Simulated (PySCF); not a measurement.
A calculated (CAM-B3LYP, PySCF 2.14, x2c-TZVPPall, scalar relativity by spin-free X2C-1e) atom or ion has these occupied shells.

```csv
shell,electrons,orbital energy (eV),"rms radius, mean of both spins (bohr)"
1s α,1,-45010.8,0.0264
1s β,1,-45010.8,0.0264
2s α,1,-7340.1,0.107
2s β,1,-7340.0,0.107
2p α,3,-6563.8,0.0959
2p β,3,-6563.7,0.0959
3s α,1,-1609.8,0.278
3s β,1,-1608.2,0.278
3p α,3,-1364.2,0.278
3p β,3,-1362.6,0.278
3d α,5,-1022.4,0.256
3d β,5,-1020.9,0.256
4s α,1,-325.05,0.630
4s β,1,-320.73,0.630
4p α,3,-243.78,0.669
4p β,3,-239.29,0.669
4d α,5,-127.37,0.743
4d β,5,-122.37,0.743
5s α,1,-44.283,1.55
5s β,1,-41.709,1.55
5p α,3,-24.078,1.84
5p β,3,-21.764,1.84
4f α,5,-4.355,1.23
5d α,2,-2.600,4.18
```

(1) Name the element and its charge.

Results:

(1) Pm (promethium, neutral), in [Xe] 4f5 5d2, one real determinant (an excited configuration).
